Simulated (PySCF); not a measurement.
Rh (SMILES [Rh]), quartet (core potentials on Rh); HF/def2-TZVP run with PySCF.

PySCF was given this input:
```python
from pyscf import gto, scf

mol = gto.Mole()
mol.atom = '''
    Rh    0.00000000    0.00000000    0.00000000
'''
mol.basis = 'def2-tzvp'
mol.ecp = {'Rh': 'def2-tzvp'}
mol.spin = 3
mol.verbose = 4
mol.build()

mf = scf.UHF(mol)
mf.kernel()
mf.analyze()
```

Write the output that PySCF gives for this input, abridged.


```
PySCF version 2.14.0

[INPUT] verbose = 4
[INPUT] num. atoms = 1
[INPUT] num. electrons = 17
[INPUT] charge = 0
[INPUT] spin (= nelec alpha-beta = 2S) = 3
[INPUT] symmetry False subgroup None
[INPUT] Mole.unit = angstrom
[INPUT] Symbol           X                Y                Z      unit          X                Y                Z       unit  Magmom
[INPUT]  1 Rh     0.000000000000   0.000000000000   0.000000000000 AA    0.000000000000   0.000000000000   0.000000000000 Bohr   0.0

nuclear repulsion = 0
number of shells = 14
number of NR pGTOs = 65
number of NR cGTOs = 40
basis = def2-tzvp
ecp = {'Rh': 'def2-tzvp'}

******** <class 'pyscf.scf.uhf.UHF'> ********
method = UHF
initial guess = minao
damping factor = 0
level_shift factor = 0
DIIS = <class 'pyscf.scf.diis.CDIIS'>
diis_start_cycle = 1
diis_space = 8
diis_damp = 0
SCF conv_tol = 1e-09
SCF conv_tol_grad = None
SCF max_cycles = 50
direct_scf = True
direct_scf_tol = 1e-13
number electrons alpha = 10  beta = 7
Set gradient conv threshold to 3.16228e-05
init E= -100.735617476082

cycle= 1 E= -109.586371695731  delta_E= -8.85  |g|= 0.722  |ddm|= 3.01
cycle= 2 E= -109.6737040241  delta_E= -0.0873  |g|= 0.445  |ddm|= 0.858
cycle= 3 E= -109.731028980197  delta_E= -0.0573  |g|= 0.0331  |ddm|= 0.31
cycle= 4 E= -109.73196128102  delta_E= -0.000932  |g|= 0.0136  |ddm|= 0.0581
cycle= 5 E= -109.732659805018  delta_E= -0.000699  |g|= 0.0124  |ddm|= 0.0349
cycle= 6 E= -109.734004464926  delta_E= -0.00134  |g|= 0.0114  |ddm|= 0.0552
cycle= 7 E= -109.735202103299  delta_E= -0.0012  |g|= 0.0112  |ddm|= 0.0492
cycle= 8 E= -109.735614723328  delta_E= -0.000413  |g|= 0.0112  |ddm|= 0.0168
cycle= 9 E= -109.733686101034  delta_E= 0.00193  |g|= 0.00978  |ddm|= 0.0887
cycle= 10 E= -109.731834585835  delta_E= 0.00185  |g|= 0.00691  |ddm|= 0.139
cycle= 11 E= -109.7318057399  delta_E= 2.88e-05  |g|= 0.00504  |ddm|= 0.0147
cycle= 12 E= -109.731552690302  delta_E= 0.000253  |g|= 0.0075  |ddm|= 0.0869
cycle= 13 E= -109.731582475838  delta_E= -2.98e-05  |g|= 0.00243  |ddm|= 0.00783
cycle= 14 E= -109.731584278887  delta_E= -1.8e-06  |g|= 0.00187  |ddm|= 0.0164
cycle= 15 E= -109.73158435833  delta_E= -7.94e-08  |g|= 0.000884  |ddm|= 0.00287
cycle= 16 E= -109.731585065569  delta_E= -7.07e-07  |g|= 0.000601  |ddm|= 0.0019
cycle= 17 E= -109.731584674297  delta_E= 3.91e-07  |g|= 0.000167  |ddm|= 0.00292
cycle= 18 E= -109.731584803352  delta_E= -1.29e-07  |g|= 9.18e-05  |ddm|= 0.000832
cycle= 19 E= -109.731584859318  delta_E= -5.6e-08  |g|= 5.9e-05  |ddm|= 0.000579
cycle= 20 E= -109.731584882623  delta_E= -2.33e-08  |g|= 3.41e-05  |ddm|= 0.000417
cycle= 21 E= -109.731584889644  delta_E= -7.02e-09  |g|= 3.06e-05  |ddm|= 0.000115
cycle= 22 E= -109.731584896474  delta_E= -6.83e-09  |g|= 2.92e-05  |ddm|= 0.000164
cycle= 23 E= -109.731584898875  delta_E= -2.4e-09  |g|= 2.97e-05  |ddm|= 4.75e-05
cycle= 24 E= -109.73158489535  delta_E= 3.53e-09  |g|= 2.82e-05  |ddm|= 7.02e-05
cycle= 25 E= -109.73158489259  delta_E= 2.76e-09  |g|= 2.55e-05  |ddm|= 0.000194
cycle= 26 E= -109.731584887038  delta_E= 5.55e-09  |g|= 1.78e-05  |ddm|= 0.000181
cycle= 27 E= -109.73158488234  delta_E= 4.7e-09  |g|= 7.74e-06  |ddm|= 0.000261
cycle= 28 E= -109.73158488236  delta_E= -1.96e-11  |g|= 3.41e-06  |ddm|= 9.11e-05
Extra cycle  E= -109.731584882393  delta_E= -3.25e-11  |g|= 2.84e-06  |ddm|= 6.35e-06
converged SCF energy = -109.731584882393  <S^2> = 3.7526594  2S+1 = 4.0013295
**** SCF Summaries ****
Total Energy =                        -109.731584882392568
Nuclear Repulsion Energy =               0.000000000000000
One-electron Energy =                 -194.039713367792388
Two-electron Energy =                   84.308128485399820
Two-electron Coulomb Energy =           95.001143092406423
DFT Exchange-Correlation Energy =      -10.693014607006603
**** MO energy ****
                             alpha | beta                alpha | beta
MO #1   energy= -3.82985024303193  | -3.69360645310266  occ= 1 | 1
MO #2   energy= -2.49417678992081  | -2.30189045865834  occ= 1 | 1
MO #3   energy= -2.43521908585448  | -2.30188950956551  occ= 1 | 1
MO #4   energy= -2.43521889866241  | -2.26338676688328  occ= 1 | 1
MO #5   energy= -0.488582453630229 | -0.416224934779419 occ= 1 | 1
MO #6   energy= -0.488582075953754 | -0.363676077773715 occ= 1 | 1
MO #7   energy= -0.455471858382579 | -0.36367591539433  occ= 1 | 1
MO #8   energy= -0.427320246819126 | 0.0189643839390738 occ= 1 | 0
MO #9   energy= -0.427320210751539 | 0.0731414837706211 occ= 1 | 0
MO #10  energy= -0.237362168329097 | 0.0753041706787316 occ= 1 | 0
MO #11  energy= 0.0368926585588141 | 0.0753042755417897 occ= 0 | 0
MO #12  energy= 0.0437855011071709 | 0.160240286974472  occ= 0 | 0
MO #13  energy= 0.0437860440303887 | 0.160240531418086  occ= 0 | 0
MO #14  energy= 0.176584254719117  | 0.236055521235808  occ= 0 | 0
MO #15  energy= 0.256232797863169  | 0.314911547188415  occ= 0 | 0
MO #16  energy= 0.270528927070666  | 0.318377005012065  occ= 0 | 0
MO #17  energy= 0.270529893525666  | 0.318377690750706  occ= 0 | 0
MO #18  energy= 0.43268579987401   | 0.463685943147201  occ= 0 | 0

WARN: Weak orthogonality for localized orbitals 1.6596821455542536e-09

spin_pop of  0 Rh 4s        0.00095
spin_pop of  0 Rh 5s        0.99358
spin_pop of  0 Rh 6s        0.00044
spin_pop of  0 Rh 7s       -0.00027
spin_pop of  0 Rh 8s        0.00087
spin_pop of  0 Rh 9s        0.00427
spin_pop of  0 Rh 4px       0.00092
spin_pop of  0 Rh 4py      -0.00401
spin_pop of  0 Rh 4pz      -0.00632
spin_pop of  0 Rh 5px      -0.00200
spin_pop of  0 Rh 5py       0.00109
spin_pop of  0 Rh 5pz       0.00194
spin_pop of  0 Rh 6px       0.00047
spin_pop of  0 Rh 6py       0.00244
spin_pop of  0 Rh 6pz       0.00358
spin_pop of  0 Rh 7px       0.00074
spin_pop of  0 Rh 7py       0.00063
spin_pop of  0 Rh 7pz       0.00145
spin_pop of  0 Rh 4dxy      0.41732
spin_pop of  0 Rh 4dyz      0.00120
spin_pop of  0 Rh 4dz^2     0.00927
spin_pop of  0 Rh 4dxz      0.02056
spin_pop of  0 Rh 4dx2-y2    0.94068
spin_pop of  0 Rh 5dxy      0.51398
spin_pop of  0 Rh 5dyz      0.00130
spin_pop of  0 Rh 5dz^2     0.00805
spin_pop of  0 Rh 5dxz      0.03126
spin_pop of  0 Rh 5dx2-y2    0.00335
spin_pop of  0 Rh 6dxy      0.05422
spin_pop of  0 Rh 6dyz     -0.00221
spin_pop of  0 Rh 6dz^2    -0.00309
spin_pop of  0 Rh 6dxz      0.00420
spin_pop of  0 Rh 6dx2-y2    0.00007
spin_pop of  0 Rh 4f-3     -0.00038
spin_pop of  0 Rh 4f-2     -0.00000
spin_pop of  0 Rh 4f-1     -0.00024
spin_pop of  0 Rh 4f+0     -0.00005
spin_pop of  0 Rh 4f+1     -0.00001
spin_pop of  0 Rh 4f+2     -0.00008
spin_pop of  0 Rh 4f+3     -0.00016

WARN: Weak orthogonality for localized orbitals 1.6596821455542536e-09

In total            10.00000 | 7.00000
Dipole moment(X, Y, Z, Debye): -0.00000,  0.00000,  0.00000
```
